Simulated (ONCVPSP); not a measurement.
# Varying the ONCV potential for oxygen (O)

Base potential:

oxygen, optimised norm-conserving Vanderbilt (ONCV), made with ONCVPSP 4.0.1 (PBE, non-relativistic). Core none, reference 1s2 2s1 2p5. Waves: 1s+2s: rc 0.45 bohr, ncon 3, nbas 6, qcut 30.7 1/bohr, 2 projectors; 2p: rc 1.15 bohr, ncon 4, nbas 8, qcut 10.3 1/bohr, 2 projectors, debl 2.5 Ha; d scattering state at 0.09 Ha: rc 1.25 bohr, ncon 4, nbas 8, qcut 6.9 1/bohr, 2 projectors, debl 3.9 Ha. Local part: polynomial inside 0.35 bohr (lpopt 5, dvloc0 2 Ha). Core correction: none.

Cutoffs, loose and tight: the cutoffs (Ha) at which the residual kinetic energy of the hardest occupied pseudo-wave falls to 1 and 0.1 mHa per electron. They do not see the model core or the augmentation charge, which bear on the density cutoff. Test errors are all-electron minus pseudo excitation energies from the reference, over the configurations 1s2 2s2 2p4; 1s2 2s2 2p3; 1s2 2s2 2p2; 1s1 2s2 2p4. A dash means not determined; rows that change the core or the reference have their own tests.

A true bound ghost makes a file unfit for plane-wave use even where its test errors are small: the radial tests pick states by their node count and pass the ghost by.

```json
{"change": "base", "outcome": "generated", "cutoff, loose": "345 Ha", "cutoff, tight": "392 Ha", "bound ghosts": "d", "GHOST(+) flags above zero": "none", "largest test error (meV)": "+2694"}
{"change": "s: qcut 18.1", "outcome": "generated", "cutoff, loose": "–", "cutoff, tight": "–", "bound ghosts": "d", "GHOST(+) flags above zero": "none", "largest test error (meV)": "+5932"}
{"change": "s: qcut 22", "outcome": "generated", "cutoff, loose": "236 Ha", "cutoff, tight": "543 Ha", "bound ghosts": "d", "GHOST(+) flags above zero": "none", "largest test error (meV)": "+4626"}
{"change": "s: qcut 25.1", "outcome": "generated", "cutoff, loose": "268 Ha", "cutoff, tight": "303 Ha", "bound ghosts": "d", "GHOST(+) flags above zero": "none", "largest test error (meV)": "+3837"}
{"change": "s: qcut 28.1", "outcome": "generated", "cutoff, loose": "311 Ha", "cutoff, tight": "352 Ha", "bound ghosts": "d", "GHOST(+) flags above zero": "none", "largest test error (meV)": "+3129"}
{"change": "s: qcut 31", "outcome": "generated", "cutoff, loose": "346 Ha", "cutoff, tight": "393 Ha", "bound ghosts": "d", "GHOST(+) flags above zero": "none", "largest test error (meV)": "+2699"}
{"change": "s: qcut 33.7", "outcome": "generated", "cutoff, loose": "349 Ha", "cutoff, tight": "396 Ha", "bound ghosts": "d", "GHOST(+) flags above zero": "none", "largest test error (meV)": "+2659"}
{"change": "s: qcut 37", "outcome": "generated", "cutoff, loose": "362 Ha", "cutoff, tight": "418 Ha", "bound ghosts": "d", "GHOST(+) flags above zero": "none", "largest test error (meV)": "+2449"}
{"change": "s: qcut 40.5", "outcome": "generated", "cutoff, loose": "364 Ha", "cutoff, tight": "423 Ha", "bound ghosts": "d", "GHOST(+) flags above zero": "none", "largest test error (meV)": "+2422"}
{"change": "s: qcut 43.7", "outcome": "generated", "cutoff, loose": "368 Ha", "cutoff, tight": "430 Ha", "bound ghosts": "d", "GHOST(+) flags above zero": "none", "largest test error (meV)": "+2335"}
{"change": "s: qcut 45.4", "outcome": "generated", "cutoff, loose": "369 Ha", "cutoff, tight": "430 Ha", "bound ghosts": "d", "GHOST(+) flags above zero": "none", "largest test error (meV)": "+2332"}
```

Reading the sweep of the qcut of the s channel (base included, trends over the rows without a ghost): Bound ghosts are found at 18.1, 22, 25.1, 28.1, 30.7, 31, 33.7, 37, 40.5, 43.7, 45.4 1/bohr. Every judged row has one, so this setting neither creates nor removes them.
